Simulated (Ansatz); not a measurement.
Ideal-gas functions of ClCrFO₂ (`[O]=[Cr](=[O])([F])[Cl]`) at 500 K and 1 bar, from an Ansatz frequency run at PBE0-D4/def2-TZVP.

Molar mass 138.44 g/mol, point group Cs (symmetry number 1), electronic degeneracy 1, moments of inertia 115.02, 205.333, 220.928 u Å². Harmonic wavenumbers (cm⁻¹, unscaled): 186, 239, 295, 304, 412, 518, 786, 1141, 1143.

Use S(trans) = R[1.5 ln M + 2.5 ln T − 1.1517]; rotational temperatures θ = 24.2544 K / I; S(rot) = R[ln(√π/σ · √(T³/θAθBθC)) + 1.5]; for each mode x = 1.438777 ν̃/T, S = R[x/(eˣ − 1) − ln(1 − e⁻ˣ)] and H = RT x/(eˣ − 1); 1 cm⁻¹ = 0.0119627 kJ/mol; R = 8.31446 J/(mol·K).

Task: By hand: the entropy, in J/(mol·K).

Result: Translation 181.1. Rotation: θ = 0.2109, 0.1181, 0.1098 K, giving 119.3. Vibration, mode by mode: 13.61, 11.59, 9.92, 9.69, 7.37, 5.72, 3.10, 1.38, 1.38, in all 63.8. Electronic 0.0. Sum 364.2 J/(mol·K).

Task: By hand: H − E and G − E in kJ/mol, counted from the electronic energy.

Result: Zero-point energy ½ × 5024 × 0.0119627 = 30.1; thermal vibration 17.4; translation, rotation and pV give 4 RT = 16.6. H − E = 64.1 kJ/mol, and G − E = 64.1 − 500 × 364.2/1000 = -118.0 kJ/mol.

Vibration gives 18 % of the entropy.
